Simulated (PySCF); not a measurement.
A calculated (M06-2X, PySCF 2.14, aug-cc-pV(D+d)Z, no relativity, point nucleus) atom or ion has these occupied shells.

```json
{"shell": "1s α", "electrons": "1", "orbital energy (eV)": "-2136.2", "rms radius, mean of both spins (bohr)": "0.120"}
{"shell": "1s β", "electrons": "1", "orbital energy (eV)": "-2135.8", "rms radius, mean of both spins (bohr)": "0.120"}
{"shell": "2s α", "electrons": "1", "orbital energy (eV)": "-198.46", "rms radius, mean of both spins (bohr)": "0.565"}
{"shell": "2s β", "electrons": "1", "orbital energy (eV)": "-198.27", "rms radius, mean of both spins (bohr)": "0.565"}
{"shell": "2p α", "electrons": "3", "orbital energy (eV)": "-147.17", "rms radius, mean of both spins (bohr)": "0.541"}
{"shell": "2p β", "electrons": "3", "orbital energy (eV)": "-146.65", "rms radius, mean of both spins (bohr)": "0.541"}
{"shell": "3s α", "electrons": "1", "orbital energy (eV)": "-27.235", "rms radius, mean of both spins (bohr)": "1.98"}
{"shell": "3s β", "electrons": "1", "orbital energy (eV)": "-24.496", "rms radius, mean of both spins (bohr)": "1.98"}
{"shell": "3p α", "electrons": "2", "orbital energy (eV)": "-17.157", "rms radius, mean of both spins (bohr)": "2.29"}
```

Question: Name the element and its charge.

Answer: P⁺ (phosphorus, charge +1), in [Ne] 3s2 3p2, high-spin 3P determinant.
